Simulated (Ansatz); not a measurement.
CH$_{7}$AlBFOSi, relaxed with RKS PBE0-D4/def2-TZVP in Ansatz 0.2.0 from a PBE-D4/def2-SVP geometry. The force threshold is 0.005 eV/Å; the program also tests the step.

Total charge 0; spin multiplicity 1. The bonds changed during the relaxation, so this is another structure than the one it started from.

Start:

```xyz
13

B     0.642    0.728   -0.577
C    -0.855    0.265   -0.399
F    -1.705    0.913    0.433
Al   -0.756   -0.441   -2.221
O     0.232   -0.474    0.404
Si    0.364   -0.397    2.142
H     1.181    0.257   -1.604
H     1.149    1.697   -0.057
H    -1.256    0.599   -3.322
H    -0.233   -1.919   -2.517
H     0.341    1.018    2.628
H     1.680   -1.053    2.410
H    -0.784   -1.192    2.679
```

Question: By how much does the energy fall, and how many steps does the optimiser take? (Estimate.)

Answer: Computed: 6.17 kJ/mol, in 8 steps.

Question: Which bonds change most? (An estimate is asked.)

Answer: The calculation gave: O5–Si6 from 1.744 to 1.695 Å; C2–O5 from 1.540 to 1.514 Å; B1–Al4 from 2.455 to 2.476 Å; B1–H7 from 1.252 to 1.232 Å.

Question: Give the relaxed structure. (Best estimate.)

Answer: Computed: 
```xyz
13

B     0.662    0.746   -0.565
C    -0.824    0.291   -0.397
F    -1.677    0.938    0.418
Al   -0.776   -0.447   -2.189
O     0.232   -0.437    0.407
Si    0.352   -0.408    2.097
H     1.205    0.270   -1.563
H     1.161    1.695   -0.044
H    -1.276    0.550   -3.311
H    -0.257   -1.918   -2.440
H     0.299    0.978    2.608
H     1.664   -1.034    2.365
H    -0.767   -1.224    2.614
```
